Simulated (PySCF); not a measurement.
Geometry:
```
atom   x (Å)   y (Å)   z (Å)
 Si1  -2.159   0.559   0.605
  C2  -1.139  -0.117  -0.845
 Si3   0.230  -1.340  -0.379
  N4   1.284  -0.616   0.793
 Si5   2.159   0.876   0.731
  H6  -3.226   1.421   0.077
  H7  -2.781  -0.545   1.342
  H8  -1.325   1.349   1.511
  H9  -0.698   0.721  -1.385
 H10  -1.807  -0.609  -1.552
 H11   0.977  -1.730  -1.588
 H12  -0.314  -2.538   0.271
 H13   1.617  -1.257   1.494
 H14   3.396   0.749  -0.054
 H15   1.291   1.877   0.117
 H16   2.487   1.208   2.119
```

Geometry: GFN2-xTB; GIAO shifts from PySCF 2.14, gas phase, non-relativistic, averaged over equivalent atoms.

At BHandHLYP/STO-3G (48 basis functions, 6.4 s wall time on 1 thread of an Intel Xeon Platinum 8259CL, shared host):
```tsv
atoms	δ (ppm)
Si3	-35.9
Si5	-64.2
Si1	-73.7
C2	-17.2
N4	-92.7
H11/H12	1.84
H14/H15/H16	1.71
H6/H7/H8	1.54
H9/H10	-0.70
H13	-4.13
```

Shifts are taken against calculated references (same method and geometry level): 29Si (σ = 529.22 ppm) and 13C (σ = 239.02 ppm) and 1H (σ = 33.23 ppm) vs TMS; 15N (σ = 299.91 ppm) vs NH3.

**Question.** Predict the values at PBE0/pcSseg-1 on the same geometry.

**Answer.** 
```csv
atoms,δ at PBE0/pcSseg-1,change
Si3,-30.1,+5.8
Si5,-59.6,+4.6
Si1,-76.1,-2.4
C2,-10.0,+7.2
N4,-0.8,+91.9
H11/H12,5.02,+3.18
H14/H15/H16,4.69,+2.98
H6/H7/H8,4.04,+2.50
H9/H10,0.00,+0.70
H13,-0.46,+3.67
```

Chemical shifts δ = σref − σ; 29Si (σref 349.16) and 13C (σref 186.93) and 1H (σref 31.72) vs TMS; 15N (σref 267.73) against NH3, all at this level.

The largest change is at N4 (nitrogen bonded to 2 Si, H). Cost: 161 basis functions, 32 s wall time on 1 thread of an Arm Neoverse V1, shared host.

Experimental scales use liquid or dissolved standards, which lie at an offset from isolated NH3 (liquid NH3: subtract about 20 ppm).
